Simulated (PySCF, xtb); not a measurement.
Be(tBu)(NH2) (C4H11BeN), SMILES [Be]([NH2])[C](C)(C)C.

GFN2-xTB run with xtb at its own geometry gives an orbital gap of 5.08 eV and a dipole moment of 2.02 D.

Geometry optimised at B3LYP-D3(BJ)/def2-SVP. Other conformers were not sampled.

Task: What does PBE/def2-TZVP (PySCF) give? (Estimate from the structure and the level; the computed values follow.)

Result: gap 4.96 eV (levels -5.68 and -0.72 eV), dipole 1.49 D.
